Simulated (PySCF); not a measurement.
Positional isomers: butadiene chloro+silyl. Isolated molecules, 0 K electronic values unless said otherwise. One relaxed conformer stands for each flexible species; it need not be the lowest. Strings in code marks are SMILES.

All values below come from PBE-D3(BJ)/def2-TZVP // CAM-B3LYP-D3(BJ)/def2-TZVP (PySCF 2.14.0). Excitations are Tamm–Dancoff values on a coarser integration grid. The basis has no diffuse functions, so Rydberg states are missing or too high.

A: `C=C(Cl)/C=C/[SiH3]` (Cl–C–C–C torsion 0°)
B: `C=C/C=C(\[SiH3])Cl` (C–C–C–C torsion 180°)
C: `[SiH3]C(=C)/C=C\Cl` (Si–C–C–C torsion 129°)
D: `[SiH3]/C=C/C=C/Cl` (C–C–C–C torsion 180°)
E: `[SiH3]/C=C\C=C/Cl` (C–C–C–C torsion 180°)
F: `C=C/C([SiH3])=C\Cl` (C–C–C–Si torsion 0°)

Question: A design calls for the lowest brightest of the four lowest singlets (TDA) in this set. Which member fits?

Answer: C (4.73 eV); next is E (4.93 eV).
